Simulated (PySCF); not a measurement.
**Electron correlation in N³⁺ (nitrogen, charge +3)**

[He] 2s2, closed-shell 1S. Calculation: PySCF 2.14, in def2-QZVPPD (8s4p4d2f1g, 63 functions); the non-relativistic Hamiltonian (point nucleus). Frozen: nothing; 4 electrons correlated.

```tsv
level	correlation energy (mhartree)
CCSD	-105.96
(T)	-0.47
CCSD(T)	-106.43
```

Diagnostics: T1 = 0.0049, D1 = 0.0098, largest double amplitude 0.152.

Is a single reference adequate?

Not fully. A double-excitation amplitude exceeds 0.15, a sign of near-degeneracy.

This basis was not built for core-valence correlation, so the inner-shell part is incomplete.
